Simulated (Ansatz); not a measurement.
**Which isomer of C2H2Se gives these data?**

These gas-phase data were calculated for one isomer of C2H2Se at B3LYP-D4/def2-TZVP (harmonic, unscaled wavenumbers; equilibrium rotational constants with average atomic masses):

| Item | Value |
| --- | --- |
| rotational constants | 233.8, 3.861, 3.798 GHz |
| all wavenumbers above 1500 cm⁻¹ | 3467, 2376, 2146 |

Candidates:

(1) `C#C[SeH]`, a singlet
(2) `C1=C[Se]1`, a singlet
(3) `C=C=[Se]`, a singlet

Question: Which structure fits?

Answer: Candidate (1). The band at 3467 cm⁻¹ lies where the ≡C–H stretch is expected; (3) has no mode between 3300 and 3560 cm⁻¹. The band at 2376 cm⁻¹ lies where the C≡C stretch is expected; (2) has no mode between 2050 and 2400 cm⁻¹.

The same quantities for all candidates:

```
     rotational constants (GHz)  wavenumbers above 1500 cm⁻¹  E above the lowest, B3LYP-D4/def2-TZVP (kcal/mol)
(1)         233.8, 3.861, 3.798             3467, 2376, 2146                                               16.4
(2)         34.48, 6.778, 5.664             3329, 3276, 1744                                               26.0
(3)         289.9, 3.882, 3.831             3206, 3131, 1770                                                0.0
```

Programs: Ansatz 0.2.0.
